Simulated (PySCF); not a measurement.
SMILES F[Si](F)(F)N[SiH](Cl)Cl (H2Cl2F3NSi2), B3LYP/def2-SVP optimised geometry.

```
10

Si    -0.08    -1.88     0.00
F     -0.59    -2.70     1.28
F      1.53    -1.88     0.00
F     -0.60    -2.70    -1.27
N     -0.59    -0.26     0.00
Si     0.40     1.18     0.01
Cl     1.02     1.68    -1.90
Cl    -0.79     2.70     0.74
H     -1.59    -0.09    -0.09
H      1.59     0.99     0.85
```

Density from B3LYP/def2-TZVP run with PySCF at that geometry.

Minimum of the electron density along straight lines between bonded atoms, close to the bond critical point (lines longer than 1.1 times the sum of covalent radii, or with two minima, are not listed):

```
bond     length / Å  ρ at the minimum / e bohr⁻³  ∇²ρ there / e bohr⁻⁵  position (fraction from the first atom)
-------  ----------  ---------------------------  --------------------  ---------------------------------------
Si1–F2        1.602                        0.140                  0.95                                     0.42
Si1–F3        1.603                        0.140                  0.95                                     0.42
Si1–F4        1.602                        0.140                  0.95                                     0.42
Si1–N5        1.702                        0.142                     ?                                     0.40
N5–Si6        1.739                        0.129                  0.49                                     0.60
Si6–Cl7       2.067                        0.100                  0.18                                     0.36
Si6–Cl8       2.066                        0.100                  0.19                                     0.36
N5–H9         1.020                            ?                 -1.54                                     0.74
Si6–H10       1.472                        0.131                     ?                                     0.49
```

Task: What belongs in the gaps?

Result: 
- Si1–N5, ∇²ρ there / e bohr⁻⁵: 0.57
- N5–H9, ρ at the minimum / e bohr⁻³: 0.323
- Si6–H10, ∇²ρ there / e bohr⁻⁵: 0.12
